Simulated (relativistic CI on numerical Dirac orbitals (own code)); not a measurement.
Hf25+: sensitivity of the levels to the model

Base calculation: Dirac-Coulomb-Breit CI, orbitals from a KLI potential per configuration, model QED, unscaled Slater integrals.

Configuration list (outside the closed core [Ar] 3d10): 4s2.4p6.4d10.4f, 4s2.4p6.4d10.5s, 4s2.4p6.4d9.4f2, 4s2.4p6.4d10.5p, 4s2.4p5.4d10.4f2, 4s2.4p6.4d10.5d, 4s2.4p6.4d9.4f.5s, 4s2.4p6.4d9.5s2, 4s.4p6.4d10.4f2, 4s2.4p6.4d10.5f, 4s2.4p4.4d10.4f3, 4s2.4p6.4d9.5s.5p, 4s2.4p6.4d9.4f.5p, 4s2.4p6.4d10.6s, 4s2.4p6.4d8.4f2.5s, 4s2.4p6.4d10.5g. Levels of other configurations are missing.

Variants: (1) valence Slater integrals scaled by 0.9; (2) Breit term removed; (3) one mean potential for all configurations. Shifts of the energy above 4s2.4p6.4d10.4f 2F°_5/2, in cm⁻¹, for the lowest level and the first level of each name with at least 55 % of one term (blank where a level changes its place among those of its configuration and J or its character, or is not in the variant):

```
                  Level     Base    Δ(1)   Δ(2)  Δ(3)
4s2.4p6.4d10.4f 2F°_5/2        0       0      0     0
4s2.4p6.4d10.4f 2F°_7/2    23867      -2  +1302   -88
 4s2.4p6.4d10.5s 2S_1/2   840954  +12586  -2869  +332
4s2.4p6.4d10.5p 2P°_1/2  1241742    +197  -5308  +426
4s2.4p6.4d10.5p 2P°_3/2  1427449    +237  -3223  +821
 4s2.4p6.4d9.4f2 4F_3/2  1457867   +9383  +2541  -603
 4s2.4p6.4d9.4f2 4F_5/2  1462450   +8843  +2455  -581
 4s2.4p6.4d9.4f2 4F_7/2  1474994   +8366  +3133  -612
 4s2.4p6.4d9.4f2 4F_9/2  1492491   +7953  +4194  -663
4s2.4p6.4d9.4f2 4K_15/2  1510153   +5468  +4785  -605
 4s2.4p6.4d9.4f2 4D_3/2  1512816   +4790  +2856  -481
4s2.4p6.4d9.4f2 4K_17/2  1518663   +5855  +6005  -678
 4s2.4p6.4d9.4f2 4D_1/2  1523930   +4231  +3066  -497
4s2.4p6.4d9.4f2 4H_13/2  1525177   +4245  +4673  -561
```

At this charge energies of transitions that change n are usually good to better than 1 %, and those within a shell (Δn = 0) to a few per cent.

Ionisation energy from the two ground configurations alone: base 765.722 eV. The NIST ASD value (theoretical) is 772 eV.

LS names give the leading component of a level, which can be under half, so a name can repeat, a term be missing and a line seem to break the LS rules.
